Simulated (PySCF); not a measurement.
## Dipole moment and polarisability of `CCSCCB(O)O`

Compound: C₄H₁₁BO₂S.
Atom-mapped SMILES: `[CH3:1][CH2:2][S:3][CH2:4][CH2:5][B:6]([OH:7])[OH:8]` (hydrogens: H9, H10, H11 on C1; H12, H13 on C2; H14, H15 on C4; H16, H17 on C5; H18 on O7; H19 on O8)

Structure used (PBE0-D3(BJ)/def2-SVP), in Å, numbered top down from 1:
```xyz
19
C4H11BO2S angstrom
C     -2.604   -0.246   -0.285
C     -1.597   -0.762    0.723
S     -0.711    0.539    1.632
C      0.186    1.397    0.295
C      1.107    0.532   -0.555
B      2.220   -0.322    0.194
O      2.098   -0.780    1.466
O      3.346   -0.634   -0.508
H     -2.114    0.303   -1.104
H     -3.328    0.432    0.191
H     -3.158   -1.083   -0.738
H     -2.095   -1.338    1.518
H     -0.863   -1.438    0.257
H     -0.549    1.940   -0.320
H      0.759    2.165    0.840
H      1.609    1.174   -1.299
H      0.510   -0.174   -1.163
H      1.245   -0.508    1.858
H      3.931   -1.189    0.021
```

Level: CAM-B3LYP/def2-SVPD (PySCF), static field, nuclei fixed, core orbitals frozen in the response. The polarisability tensor in these axes (au):

```
x   103.84   0.71  -2.45
y     0.71  82.82  -1.16
z    -2.45  -1.16  86.39
```

Task: Diagonalise the tensor; give its mean and Δα, where Δα² is half the sum of the squared differences of the eigenvalues.

Result: Principal values 82.47, 86.36 and 104.21 au; mean 91.01 au = 13.49 Å³ = 15.01 × 10⁻⁴⁰ C²·m²/J; Δα = 20.07 au (22 % of the mean).

Task: What is the dipole moment, and where does it point?

Result: (-1.77, -0.09, -0.80) D, 1.94 D in size, pointing from the negative to the positive side. Measured along this direction, the outermost atoms are H19 at the negative end and H11 at the positive end.

Task: Find the Langevin capture rate constant for O2+ (31.990 u) meeting this molecule (134.057 u), k = 2.342 × 10⁻⁹ cm³/s × √(α in Å³ / reduced mass in u).

Result: The reduced mass is 25.83 u, so k = 1.69 × 10⁻⁹ cm³/s. The formula leaves out the permanent dipole, which adds to the capture rate.

Task: Rayleigh depolarisation ratio (linearly polarised light, static tensor)?

Result: ρ = 3Δα²/(45ᾱ² + 4Δα²) = 1208.9/(372765 + 1611.9) = 0.00323.

Task: What molar refraction does this α imply?

Result: Lorentz–Lorenz: R = (4π/3)N_A α = 2.5225 cm³/(mol·Å³) × 13.49 Å³ = 34.0 cm³/mol, in the limit of long wavelengths.

Task: Refractivity n − 1 of an ideal gas of it at 298.15 K and 1 atm, from the electronic α?

Result: N = p/kT = 2.4615 × 10¹⁹ cm⁻³, so n − 1 = 2π × N × 13.49 × 10⁻²⁴ cm³ = 2086 × 10⁻⁶ at long wavelengths.

Isolated species at its PBE0-D3(BJ)/def2-SVP geometry (one conformer only).
